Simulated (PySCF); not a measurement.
Several molecules and their computed UV-vis stick spectra, shuffled. Method used: TDDFT wB97X-D/def2-SVPD, vertical, gas phase, core orbitals frozen in the response in PySCF. Geometries: PBE0-D3(BJ)/def2-SVP; one conformer of each isolated species. Triplets are in the Tamm–Dancoff approximation. Atoms past krypton carry core potentials; spin–orbit coupling is left out.

A. SiH2Me(NHiPr), `[H][Si]([H])(C)NC(C)C`
B. SiH2Me(NMeEt), `[H][Si]([H])(C)N(C)CC`
C. Zr(OSiMe3)F3, `C[Si](C)(C)[O][Zr]([F])([F])[F]`

Lowest singlet levels (six at most, fewer where fewer were computed) with oscillator strengths:

1. 167 nm (f 0.000); 165 nm (f 0.013 summed over 2 states); 157 nm (f 0.047); 157 nm (f 0.053); 156 nm (f 0.158); 145 nm (f 0.003 summed over 2 states); T1 7.18 eV
2. 201 nm (f 0.011); 191 nm (f 0.011); 180 nm (f 0.031); 172 nm (f 0.022); 169 nm (f 0.029); 162 nm (f 0.019); T1 6.08 eV
3. 196 nm (f 0.010); 183 nm (f 0.004); 169 nm (f 0.008); 167 nm (f 0.024); 158 nm (f 0.005); 154 nm (f 0.060); T1 6.15 eV

Question: Match each spectrum to its molecule.

Answer: 1 = C, 2 = B, 3 = A.
- A: S1 at 6.32 eV, HOMO→LUMO (56%), HOMO→LUMO+1 (21%), HOMO→LUMO+2 (10%); Löwdin shares by element: HOMO nitrogen 54%, carbon 15% or more, silicon 11% (atoms not listed hold the other 19%); LUMO silicon 26%, carbon 20% or more, hydrogen 7% or more (atoms not listed hold the other 47%); HOMO -8.46 and LUMO 2.22 eV.
- B: S1 at 6.15 eV, HOMO→LUMO (70%), HOMO→LUMO+3 (14%); Löwdin shares by element: HOMO nitrogen 53%, carbon 16% or more, silicon 8% (atoms not listed hold the other 24%); LUMO silicon 27%, carbon 24% or more, hydrogen 6% or more (atoms not listed hold the other 44%); HOMO -8.04 and LUMO 2.23 eV.
- C: S1 at 7.44 eV, HOMO-1/HOMO→LUMO+1 (≥33%), HOMO-1/HOMO→LUMO+2 (≥20%), HOMO-3/HOMO-2→LUMO+1 (≥17%); Löwdin shares by element: HOMO (one of a set within 0.03 eV) carbon 43% or more, silicon 18%, oxygen 16% (atoms not listed hold the other 23%); LUMO zirconium 67% (atoms not listed hold the other 33%); HOMO -10.53 and LUMO 1.06 eV.

A slash joins orbitals within 0.01 eV of each other, whose weights are summed (≥ marks a lower bound).

Without π bonds the low states are Rydberg-like; a valence basis with one diffuse set may place them up to an eV too high.
